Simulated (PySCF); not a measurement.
PySCF input (HF/def2-TZVPD):

```python
from pyscf import gto, scf, dft

mol = gto.M(
    atom='''
    Sb    0.21348782    0.15155298   -0.00564657
    F    -1.38497171   -0.98317830    0.03663131
    F    -1.11370954    1.75804384    0.09439721
    F     1.28891696   -1.63366576   -0.09903129
    ''',
    basis='def2-tzvpd',
    ecp='def2-tzvp',
    charge=-1,
    spin=1,
    verbose=4,
)

mf = scf.UHF(mol).density_fit(auxbasis='def2-universal-jkfit')
mf.conv_tol = 1e-9
mf.max_cycle = 100
mf.max_memory = 1500
mf.kernel()
if not mf.converged:
    mf = mf.newton()
    mf.kernel(mf.make_rdm1())
for _ in range(2):
    mo, _, stable, _ = mf.stability(return_status=True)
    if stable:
        break
    mf.kernel(mf.make_rdm1(mo, mf.mo_occ))
mf.analyze()
```

End of the output:

```
Extra cycle  E= -537.825682656009  delta_E= -2.88e-11  |g|= 2.2e-06  |ddm|= 9.47e-06
converged SCF energy = -537.825682656009  <S^2> = 0.77962166  2S+1 = 2.0294055
uhf_internal: lowest eigs of H = [0.21625806 0.27501864 0.30421362]
<class 'pyscf.df.df_jk.DFUHF'> wavefunction is stable in the internal stability analysis
**** SCF Summaries ****
Total Energy =                        -537.825682656009008
Nuclear Repulsion Energy =             202.295353923373597
One-electron Energy =                -1253.894304429124077
Two-electron Energy =                  513.773267849741501
Two-electron Coulomb Energy =          562.781089372048314
DFT Exchange-Correlation Energy =      -49.007821522306813
HOMO-LUMO gap [eV] =                     9.136537266881225
**** MO energy ****
                             alpha | beta                alpha | beta
MO #1   energy= -26.066599407077   | -26.0638670938929  occ= 1 | 1
MO #2   energy= -26.0157779680995  | -26.0138253165804  occ= 1 | 1
MO #3   energy= -26.0157756037394  | -26.0138233505309  occ= 1 | 1
MO #4   energy= -6.38055914840681  | -6.37589245044051  occ= 1 | 1
MO #5   energy= -4.45172574933333  | -4.4480842607261   occ= 1 | 1
MO #6   energy= -4.4484114224438   | -4.44773232989438  occ= 1 | 1
MO #7   energy= -4.4460866068848   | -4.43700957721214  occ= 1 | 1
MO #8   energy= -1.494350370685    | -1.49457583414703  occ= 1 | 1
MO #9   energy= -1.48364876818849  | -1.47814680064605  occ= 1 | 1
MO #10  energy= -1.47783244002042  | -1.4739545874182   occ= 1 | 1
MO #11  energy= -1.47762144156017  | -1.47137874745464  occ= 1 | 1
MO #12  energy= -1.47609834481055  | -1.47012572767658  occ= 1 | 1
MO #13  energy= -1.33421533288885  | -1.32655348737626  occ= 1 | 1
MO #14  energy= -1.28667794593279  | -1.28151259645413  occ= 1 | 1
MO #15  energy= -1.27732868335785  | -1.27187107851952  occ= 1 | 1
MO #16  energy= -0.573126507224892 | -0.538044028421957 occ= 1 | 1
MO #17  energy= -0.44876444237286  | -0.445693620325212 occ= 1 | 1
MO #18  energy= -0.443441315053821 | -0.422584218449794 occ= 1 | 1
MO #19  energy= -0.423083186099429 | -0.41752808080091  occ= 1 | 1
MO #20  energy= -0.412877537796323 | -0.411395798833834 occ= 1 | 1
MO #21  energy= -0.391763216313749 | -0.371567268081965 occ= 1 | 1
MO #22  energy= -0.385890389579176 | -0.371247605802975 occ= 1 | 1
MO #23  energy= -0.373835570647026 | -0.367391713803958 occ= 1 | 1
MO #24  energy= -0.367878999204424 | -0.366438181200004 occ= 1 | 1
MO #25  energy= -0.257501596952881 | -0.220469156434667 occ= 1 | 1
MO #26  energy= -0.136166799603338 | 0.199594754775627  occ= 1 | 0
MO #27  energy= 0.208314232753549  | 0.210368302639964  occ= 0 | 0
MO #28  energy= 0.218781073953834  | 0.228793990323115  occ= 0 | 0
MO #29  energy= 0.230847676668399  | 0.232738791429587  occ= 0 | 0
MO #30  energy= 0.263704705679018  | 0.264796116855321  occ= 0 | 0
MO #31  energy= 0.273800842028566  | 0.286051130811565  occ= 0 | 0
MO #32  energy= 0.291497787607793  | 0.308993377601844  occ= 0 | 0
MO #33  energy= 0.312947410674357  | 0.318374811532746  occ= 0 | 0
MO #34  energy= 0.316244559321776  | 0.323606856564125  occ= 0 | 0
MO #35  energy= 0.318404050892319  | 0.324912297999498  occ= 0 | 0
MO #36  energy= 0.331275723541129  | 0.342372782751016  occ= 0 | 0
MO #37  energy= 0.348249921441472  | 0.348827063242894  occ= 0 | 0
MO #38  energy= 0.366906219793024  | 0.370433199708159  occ= 0 | 0
MO #39  energy= 0.368628647899474  | 0.372586098320511  occ= 0 | 0
MO #40  energy= 0.37127175559539   | 0.37657934974558   occ= 0 | 0
MO #41  energy= 0.399457034392638  | 0.40443800325662   occ= 0 | 0
MO #42  energy= 0.405977204468487  | 0.415783630188308  occ= 0 | 0
MO #43  energy= 0.415214335421477  | 0.417163651703743  occ= 0 | 0
MO #44  energy= 0.416385023008151  | 0.435457155182472  occ= 0 | 0
MO #45  energy= 0.458322648902703  | 0.461394897969605  occ= 0 | 0
MO #46  energy= 0.474164989314306  | 0.479609214380335  occ= 0 | 0
MO #47  energy= 0.533483658155692  | 0.536876820903675  occ= 0 | 0
MO #48  energy= 0.596543021699321  | 0.597637157236133  occ= 0 | 0
MO #49  energy= 0.605688842061132  | 0.610180038812346  occ= 0 | 0
MO #50  energy= 0.607292399521354  | 0.643146747719531  occ= 0 | 0
MO #51  energy= 0.637229557663414  | 0.679184085382556  occ= 0 | 0
MO #52  energy= 0.644547022918902  | 0.682843907323543  occ= 0 | 0
MO #53  energy= 0.70386516054998   | 0.707178472482818  occ= 0 | 0
MO #54  energy= 0.711405398646853  | 0.718305088545856  occ= 0 | 0
MO #55  energy= 0.714905108169966  | 0.722820831284672  occ= 0 | 0
MO #56  energy= 0.816905366805627  | 0.818723095826898  occ= 0 | 0
MO #57  energy= 0.842684737936468  | 0.845164136866342  occ= 0 | 0
MO #58  energy= 0.844735804688244  | 0.851562164352284  occ= 0 | 0
MO #59  energy= 0.852120609005802  | 0.855627110939803  occ= 0 | 0
MO #60  energy= 0.883794520216955  | 0.884520825081892  occ= 0 | 0
MO #61  energy= 0.889029401959188  | 0.890107813922061  occ= 0 | 0
MO #62  energy= 0.911432004410294  | 0.925458789384404  occ= 0 | 0
MO #63  energy= 0.940034049838154  | 0.944650928843425  occ= 0 | 0
MO #64  energy= 0.960274390146352  | 0.96173949949111   occ= 0 | 0
MO #65  energy= 0.960837553956433  | 0.962797355797605  occ= 0 | 0
MO #66  energy= 0.974151275197063  | 0.975261650895588  occ= 0 | 0
MO #67  energy= 0.998300853406718  | 0.998821439910433  occ= 0 | 0
MO #68  energy= 0.999511631492449  | 0.999665047313193  occ= 0 | 0
MO #69  energy= 0.999655861166013  | 1.00074895773963   occ= 0 | 0
MO #70  energy= 1.07019998679919   | 1.08901419690362   occ= 0 | 0
MO #71  energy= 1.10592452863786   | 1.11724380844751   occ= 0 | 0
MO #72  energy= 1.1353054040483    | 1.13952582053705   occ= 0 | 0
MO #73  energy= 1.15920966188104   | 1.16195444068168   occ= 0 | 0
MO #74  energy= 1.19272661835326   | 1.20840429251956   occ= 0 | 0
MO #75  energy= 1.1964439334972    | 1.21743282988672   occ= 0 | 0
MO #76  energy= 1.2029525195841    | 1.23291229130824   occ= 0 | 0
MO #77  energy= 1.23451800875294   | 1.25051653953367   occ= 0 | 0
MO #78  energy= 1.27100607316559   | 1.27438471622786   occ= 0 | 0
MO #79  energy= 1.33934855814281   | 1.34948949378932   occ= 0 | 0
MO #80  energy= 1.39729322513761   | 1.40279729003602   occ= 0 | 0
MO #81  energy= 1.40187632878545   | 1.40956997083687   occ= 0 | 0
MO #82  energy= 1.45617005013942   | 1.46025451667012   occ= 0 | 0
MO #83  energy= 1.47000685147022   | 1.48425119943693   occ= 0 | 0
MO #84  energy= 1.48275305877711   | 1.48461292911785   occ= 0 | 0
MO #85  energy= 1.49488874833247   | 1.51503808387534   occ= 0 | 0
MO #86  energy= 1.52537642583586   | 1.52487529013419   occ= 0 | 0
MO #87  energy= 1.53203910500633   | 1.53365836199257   occ= 0 | 0
MO #88  energy= 1.54876695236981   | 1.55229163076004   occ= 0 | 0
MO #89  energy= 1.62724499213615   | 1.6364650294362    occ= 0 | 0
MO #90  energy= 1.66848153547325   | 1.6770495750265    occ= 0 | 0
MO #91  energy= 1.68097394715385   | 1.69986808801806   occ= 0 | 0
MO #92  energy= 1.73746325410114   | 1.76038150479181   occ= 0 | 0
MO #93  energy= 1.77175419523763   | 1.79538784539772   occ= 0 | 0
MO #94  energy= 1.80136062538196   | 1.80363019787307   occ= 0 | 0
MO #95  energy= 1.82594587273499   | 1.82620310570805   occ= 0 | 0
MO #96  energy= 1.8897446281876    | 1.90128884678343   occ= 0 | 0
MO #97  energy= 2.10074027014364   | 2.10161886637213   occ= 0 | 0
MO #98  energy= 2.74379010153411   | 2.7460358326453    occ= 0 | 0
MO #99  energy= 2.75307869224428   | 2.75594764292649   occ= 0 | 0
MO #100 energy= 2.76709301884257   | 2.76763533688496   occ= 0 | 0
MO #101 energy= 2.7812982802098    | 2.78526779695549   occ= 0 | 0
MO #102 energy= 2.79815245128965   | 2.80028768397755   occ= 0 | 0
MO #103 energy= 2.80184063763357   | 2.80261925280026   occ= 0 | 0
MO #104 energy= 2.81094236626992   | 2.81315566653681   occ= 0 | 0
[...]
```
